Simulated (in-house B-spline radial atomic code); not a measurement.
# Removing one electron from Kr¹⁸⁺

Closed shell [Ne] 3s2 3p6. Computed with an all-electron radial atomic-structure program (B-spline basis): Koopmans values of Dirac-Hartree-Fock plus a diagonal self-energy, in second order or with its direct term screened (direct RPA, with the hole-particle interaction, or full time-dependent Hartree-Fock), linearised in energy; no-pair Dirac-Coulomb Hamiltonian, finite nucleus. Shifts add to the Koopmans value (the ΔSCF shift is orbital relaxation alone); the final value takes TDHF screening with Breit and QED.

Command:
```bash
python run_mb.py task.json out
```
Settings (nuclear radius in fm, box in bohr, cutoff in hartree):
```
basis_form          2
Z                   36
core_configuration  [Ne] 3s2 3p6
rms_radius          4.1884
mass_number         84
speed_of_light      137.036
box_radius          5.001
lmax                7
intervals           60
virtual_cutoff      5184.0
```

Cost of the run: 5.7 s on 1 thread of Intel(R) Xeon(R) 6975P-C (shared host).

Energies in eV:

| subshell | Koopmans | ΔSCF shift | second order | direct RPA | hole-particle | TDHF | Breit + QED | final |
| --- | --- | --- | --- | --- | --- | --- | --- | --- |
| 3p3/2 | 785.77 | -1.022 | ? | ? | ? | ? | ? | ? |
| 3p1/2 | 796.95 | -1.068 | 0.644 | 0.643 | 0.417 | 0.473 | -0.547 | 796.88 |

Question: What does the self-energy do to 3p3/2?

Answer: It shifts the removal energy by 0.761 eV in second order, 0.691 with direct RPA, 0.532 with the hole-particle term and 0.595 with TDHF screening (quasi-particle weight 0.985); Breit and QED add -0.357 eV. The final value is 786.01 eV, against 785.316 ± 0.012 eV (NIST, semi-empirical).
